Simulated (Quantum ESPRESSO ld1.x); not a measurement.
Question: All-electron atom: Pb III in [Kr] 4d10 4f14 5s2 5p4 5d10 6s2 5f2 (not the ground configuration). Method: Dirac Kohn-Sham, PW91, spin-unpolarised, spherical densities, point nucleus; open shells fill j = l - 1/2 first; computed with ld1.x of Quantum ESPRESSO 7.5. Some entries of the table are withheld. Estimate them.

orbital  occ.  eigenvalue (eV)  <r^2> (bohr^2)  <r> (bohr)
1s1/2       2         -88030.6       0.0003571     0.01604
2s1/2       2         -15764.5        0.005361     0.06689
2p1/2       2         -15139.5        0.003774     0.05487
2p3/2       4         -12948.8        0.004956     0.06379
3s1/2       2         -3814.00         0.03475      0.1739
3p1/2       2         -3532.28         0.03158      0.1644
3p3/2       4         -3043.47         0.03792      0.1807
3d3/2       4         -2580.98         0.02892      0.1570
3d5/2       6         -2476.99         0.03063      0.1619
4s1/2       2         -894.030             (1)      0.3840
4p1/2       2         -772.138          0.1690         (2)
4p3/2       4         -652.414          0.2002         (3)
4d3/2       4         -454.024          0.2079      0.4243
4d5/2       6         -431.671          0.2187      0.4353
5s1/2       2         -180.707          0.8010      0.8459
4f5/2       6         -174.757          0.2413      0.4493
4f7/2       8         -169.702          0.2479      0.4554
5p1/2       2         -138.555          0.9108      0.8996
5p3/2       2         -115.237           1.091      0.9848
5d3/2       4         -55.6146           1.630       1.193
5d5/2       6         -52.5991           1.730       1.229
6s1/2       2         -36.5488           4.455       1.996
6p1/2       0         -26.2585           5.930       2.298
6p3/2       0         -23.0170           7.161       2.526
7s1/2       0         -12.3023           21.91       4.444
6d3/2       0         -11.7296           15.36       3.691
6d5/2       0         -11.4561           16.07       3.777
5f5/2       2          -7.6422           16.48       3.687
5f7/2       0          -7.5917           16.85       3.732
6f5/2       0          -4.1027           73.48       7.938
6f7/2       0          -4.0780           74.25       7.980

Answer: 
(1) 4s1/2 <r^2> (bohr^2): 0.1666
(2) 4p1/2 <r> (bohr): 0.3852
(3) 4p3/2 <r> (bohr): 0.4197
